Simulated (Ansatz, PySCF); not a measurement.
This Ansatz (a quantum-chemistry and plane-wave program) input computes a BLYP/def2-TZVPD energy:

Ansatz 0.2 input:
```yaml
crystal:
  periodic: [false, false, false]
  atoms:
    - {symbol: C, position_ang: [-0.94624070, 0.73633939, -0.06174193]}
    - {symbol: C, position_ang: [0.40855271, 1.11519937, -0.17548297]}
    - {symbol: C, position_ang: [1.19874016, -0.04710827, -0.04671251]}
    - {symbol: C, position_ang: [0.33230945, -1.14431388, 0.14661305]}
    - {symbol: C, position_ang: [-0.99336163, -0.66011660, 0.13732436]}
    - {symbol: H, position_ang: [-1.80076211, 1.40130526, -0.11749921]}
    - {symbol: H, position_ang: [0.77750433, 2.12230225, -0.33395634]}
    - {symbol: H, position_ang: [2.28128621, -0.08965033, -0.08889716]}
    - {symbol: H, position_ang: [0.63240809, -2.17770920, 0.27901487]}
    - {symbol: H, position_ang: [-1.89043652, -1.25624797, 0.26133784]}
basis:
  gaussian:
    orbitals: def2-TZVPD
hamiltonian:
  xc: {name: BLYP}
total_charge: -1
output: {forces: true}
```

Write an input for the same energy in PySCF and say what it gives.


```python
from pyscf import gto, scf, dft

mol = gto.M(
    atom='''
    C    -0.94624070    0.73633939   -0.06174193
    C     0.40855271    1.11519937   -0.17548297
    C     1.19874016   -0.04710827   -0.04671251
    C     0.33230945   -1.14431388    0.14661305
    C    -0.99336163   -0.66011660    0.13732436
    H    -1.80076211    1.40130526   -0.11749921
    H     0.77750433    2.12230225   -0.33395634
    H     2.28128621   -0.08965033   -0.08889716
    H     0.63240809   -2.17770920    0.27901487
    H    -1.89043652   -1.25624797    0.26133784
    ''',
    basis='def2-tzvpd',
    charge=-1,
    spin=0,
    verbose=4,
)

mf = dft.RKS(mol, xc='blyp').density_fit(auxbasis='def2-universal-jkfit')
mf.grids.level = 3
mf.conv_tol = 1e-9
mf.max_cycle = 100
mf.max_memory = 1500
mf.kernel()
if not mf.converged:
    mf = mf.newton()
    mf.kernel(mf.make_rdm1())
mf.analyze()
```
It gives -193.50455 Eh, and Ansatz -193.50444 Eh, a difference of 0.11 mEh, from the treatment of integrals and grids.

It need not be the lowest isomer of its formula. Whether it binds its extra electron was not tested at this geometry.
